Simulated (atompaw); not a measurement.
# Plane-wave convergence, PAW (atompaw) potential for mercury (Hg)

| Item | Value |
| --- | --- |
| Element | Hg |
| Generator | atompaw 4.2.0.5 |
| Type | PAW |
| Functional | PBE |
| Relativity | scalar-relativistic |
| Frozen core | [Kr] 4d10 4f14 5s2 |
| Valence charge | 18 |
| Reference configuration | 5p6 5d10 6s1 6p1 |
| Partial waves | 6s (bound): rc 2.45 bohr; 6s channel at -0.25 Ry: rc 2.45 bohr; 5p (bound): rc 1.35 bohr; 6p (bound): rc 2.45 bohr; 5d (bound): rc 2.45 bohr; 5d channel at 0.15 Ry: rc 2.45 bohr; 5f channel at -0.1 Ry: rc 2.15 bohr |
| Local potential | troulliermartins scheme with l = 4 at 0 Ry, radius 2.35 bohr |
| Core correction | smooth core density matched at 2.15 bohr |
| Augmentation charge | sinc compensation charge, radius 2.45 bohr; PAW radius 2.45 bohr; waves and projectors: custom polynom2 7 10 vanderbiltortho |

The pseudo-atom Hamiltonian at the reference potential is diagonalised in spherical Bessel functions j_l(qr) that vanish at 20 bohr, with q² up to the cutoff. All-electron valence levels (Ry): 6s -0.6168, 5p -5.0562, 6p -0.1527, 5d -0.8844.

Problem. How do the lowest levels (Ry) of each channel move with the cutoff, and are there ghosts?

Solution.

```tsv
cutoff (Ry)	s #1	s #2	p #1	p #2	d #1	f #1	f #2	Σ f·Δε (mRy)
8	-0.6162	-0.0348	-0.4799	-0.1502	-0.8422	0.0920	0.2132	27881.8
15	-0.6166	-0.0349	-4.7860	-0.1526	-0.8667	0.0920	0.2131	1798.1
25	-0.6167	-0.0349	-5.0479	-0.1527	-0.8807	0.0920	0.2131	86.0
35	-0.6168	-0.0349	-5.0504	-0.1527	-0.8834	0.0920	0.2131	44.6
50	-0.6168	-0.0349	-5.0528	-0.1527	-0.8840	0.0920	0.2131	23.6
70	-0.6168	-0.0349	-5.0535	-0.1527	-0.8842	0.0920	0.2131	17.4
100	-0.6168	-0.0349	-5.0540	-0.1527	-0.8844	0.0920	0.2131	13.1
140	-0.6168	-0.0349	-5.0543	-0.1527	-0.8844	0.0920	0.2131	10.9
180	-0.6168	-0.0349	-5.0553	-0.1527	-0.8844	0.0920	0.2131	5.0
260	-0.6168	-0.0349	-5.0559	-0.1527	-0.8844	0.0920	0.2131	1.3
400	-0.6168	-0.0349	-5.0561	-0.1527	-0.8844	0.0920	0.2131	0.0
```

Result: no extra level below or beside the all-electron valence levels (s, p, d, f tested); 10 mRy is reached at 160 Ry and 1 mRy at over 300 Ry.
